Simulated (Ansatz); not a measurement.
Ansatz (a program for electronic structure) input (B3LYP-D3(BJ)/def2-TZVP):

Ansatz 0.2 input:
```yaml
crystal:
  periodic: [false, false, false]
  atoms:
    - {symbol: C, position_ang: [-1.04811303, 0.73707358, -0.21698682]}
    - {symbol: C, position_ang: [0.22517478, 1.14779021, -0.16631710]}
    - {symbol: C, position_ang: [1.11559921, -0.02329496, 0.08858601]}
    - {symbol: C, position_ang: [0.14736254, -1.15687917, 0.17322188]}
    - {symbol: C, position_ang: [-1.09650485, -0.69474502, -0.00633978]}
    - {symbol: H, position_ang: [-1.91764134, 1.34728471, -0.38507424]}
    - {symbol: H, position_ang: [0.59572265, 2.14964322, -0.28400368]}
    - {symbol: H, position_ang: [1.68636221, 0.09362514, 1.01237704]}
    - {symbol: H, position_ang: [1.83869070, -0.16650556, -0.71744122]}
    - {symbol: H, position_ang: [0.44963435, -2.17228620, 0.35317485]}
    - {symbol: H, position_ang: [-2.00605741, -1.26903723, 0.00056470]}
basis:
  gaussian:
    orbitals: def2-TZVP
hamiltonian:
  xc: b3lyp
  dispersion: d3bj
relax: {f_tol: 0.002, max_steps: 150}
```

Output:

```
Functional definition: B3LYP
integrals: 0.09 GiB planned
1164 factors; their error is unknown
mean field: 0.98 GiB planned
mean field evaluation 1: about -5272.5457 eV, gradient 6.8e1 eV
mean field evaluation 2: about -5262.0293 eV, gradient 9.4e1 eV
mean field evaluation 4: about -5283.8205 eV, gradient 2.2e0 eV
mean field evaluation 8: about -5283.8406 eV, gradient 2.2e-1 eV
mean field evaluation 16: about -5283.8147 eV, gradient 1.1e-4 eV
mean field -5283.81474896 eV, -194.1766105262 hartree, gradient 2.3e-5 eV, S^2 0.000000; 0 other end points of the search recorded, 0 dependent functions left out
the calculation of the forces begins
reference -5283.81500783 eV, -194.1766200392 hartree; 18, 18 occupied and 173, 173 virtual orbitals, 1164 factors
relax step   1: F+E_penalty+E_count = -5284.22031294 eV  Δ(F+E_penalty+E_count) = +0.000e0 eV  max|allowed force component| = 3.136e-1 eV/Å  Δτ_max = 0.0000 Å  (29 SCF iters, accepted)
these checks for a lower state are left out or cut short: starts, cluster_reference, orbital_swaps, neighbouring_geometries, increment
integrals: 0.09 GiB planned
1164 factors; their error is unknown
mean field: 0.97 GiB planned
mean field -5283.82931881 eV, -194.1771459581 hartree, gradient 1.7e-5 eV, S^2 0.000000; 0 other end points of the search recorded, 0 dependent functions left out
the calculation of the forces begins
reference -5283.82957839 eV, -194.1771554974 hartree; 18, 18 occupied and 173, 173 virtual orbitals, 1164 factors
relax step   2: F+E_penalty+E_count = -5284.23454366 eV  Δ(F+E_penalty+E_count) = -1.423e-2 eV  max|allowed force component| = 1.239e-1 eV/Å  Δτ_max = 0.0160 Å  (31 SCF iters, accepted)
these checks for a lower state are left out or cut short: starts, cluster_reference, orbital_swaps, neighbouring_geometries, increment
integrals: 0.09 GiB planned
1164 factors; their error is unknown
mean field: 0.98 GiB planned
mean field evaluation 32: about -5283.8313 eV, gradient 1.7e-5 eV
mean field -5283.83127855 eV, -194.1772179771 hartree, gradient 1.7e-5 eV, S^2 0.000000; 0 other end points of the search recorded, 0 dependent functions left out
the calculation of the forces begins
reference -5283.83153836 eV, -194.1772275253 hartree; 18, 18 occupied and 173, 173 virtual orbitals, 1164 factors
relax step   3: F+E_penalty+E_count = -5284.23620181 eV  Δ(F+E_penalty+E_count) = -1.658e-3 eV  max|allowed force component| = 1.590e-2 eV/Å  Δτ_max = 0.0072 Å  (32 SCF iters, accepted)
these checks for a lower state are left out or cut short: starts, cluster_reference, orbital_swaps, neighbouring_geometries, increment
integrals: 0.09 GiB planned
1164 factors; their error is unknown
mean field: 0.98 GiB planned
mean field -5283.83138467 eV, -194.1772218770 hartree, gradient 1.7e-5 eV, S^2 0.000000; 0 other end points of the search recorded, 0 dependent functions left out
the calculation of the forces begins
reference -5283.83164446 eV, -194.1772314241 hartree; 18, 18 occupied and 173, 173 virtual orbitals, 1164 factors
relax step   4: F+E_penalty+E_count = -5284.23629291 eV  Δ(F+E_penalty+E_count) = -9.110e-5 eV  max|allowed force component| = 1.175e-2 eV/Å  Δτ_max = 0.0021 Å  (32 SCF iters, accepted)
these checks for a lower state are left out or cut short: starts, cluster_reference, orbital_swaps, neighbouring_geometries, increment
integrals: 0.09 GiB planned
1164 factors; their error is unknown
mean field: 0.98 GiB planned
mean field -5283.83139994 eV, -194.1772224382 hartree, gradient 1.7e-5 eV, S^2 0.000000; 0 other end points of the search recorded, 0 dependent functions left out
the calculation of the forces begins
reference -5283.83165968 eV, -194.1772319836 hartree; 18, 18 occupied and 173, 173 virtual orbitals, 1164 factors
relax step   5: F+E_penalty+E_count = -5284.23631227 eV  Δ(F+E_penalty+E_count) = -1.936e-5 eV  max|allowed force component| = 5.378e-3 eV/Å  Δτ_max = 0.0014 Å  (32 SCF iters, accepted)
these checks for a lower state are left out or cut short: starts, cluster_reference, orbital_swaps, neighbouring_geometries, increment
integrals: 0.09 GiB planned
1164 factors; their error is unknown
mean field: 0.98 GiB planned
mean field -5283.83140070 eV, -194.1772224660 hartree, gradient 1.7e-5 eV, S^2 0.000000; 0 other end points of the search recorded, 0 dependent functions left out
the calculation of the forces begins
reference -5283.83166043 eV, -194.1772320110 hartree; 18, 18 occupied and 173, 173 virtual orbitals, 1164 factors
relax step   6: F+E_penalty+E_count = -5284.23631315 eV  Δ(F+E_penalty+E_count) = -8.852e-7 eV  max|allowed force component| = 1.339e-3 eV/Å  Δτ_max = 0.0001 Å  (32 SCF iters, accepted)
integrals: 0.09 GiB planned
1164 factors; their error is unknown
mean field: 0.98 GiB planned
mean field evaluation 64: about -5283.7748 eV, gradient 5.9e0 eV
mean field -5283.83140070 eV, -194.1772224660 hartree, gradient 1.7e-5 eV, S^2 0.000000; 1 other end points of the search recorded, 0 dependent functions left out
the calculation of the forces begins
reference -5283.83166043 eV, -194.1772320110 hartree; 18, 18 occupied and 173, 173 virtual orbitals, 1164 factors
Total energy: -5284.23657288 eV, -194.1921122693 hartree
Atom 0 at    -1.050420     0.745470    -0.218274 Å, force     0.001153     0.000889     0.000162 eV/Å
Atom 1 at     0.227194     1.158699    -0.167692 Å, force    -0.001339    -0.000370    -0.000272 eV/Å
Atom 2 at     1.115855    -0.023359     0.088470 Å, force    -0.000113    -0.000043    -0.000111 eV/Å
Atom 3 at     0.148617    -1.167706     0.175203 Å, force    -0.001330     0.000472     0.000177 eV/Å
Atom 4 at    -1.099349    -0.703155    -0.004758 Å, force     0.001111    -0.000923     0.000015 eV/Å
Atom 5 at    -1.916524     1.369182    -0.388429 Å, force     0.000263    -0.000023    -0.000064 eV/Å
Atom 6 at     0.586137     2.169663    -0.288031 Å, force     0.000088     0.000181    -0.000004 eV/Å
Atom 7 at     1.697014     0.093092     1.011222 Å, force    -0.000104    -0.000306    -0.000168 eV/Å
Atom 8 at     1.849240    -0.166524    -0.714294 Å, force    -0.000072     0.000310     0.000156 eV/Å
Atom 9 at     0.438825    -2.191860     0.354805 Å, force     0.000086    -0.000197     0.000006 eV/Å
Atom 10 at    -2.006360    -1.290834     0.003538 Å, force     0.000258     0.000011     0.000103 eV/Å
Dipole moment:     0.094977    -0.001930     0.008671 e Å
```
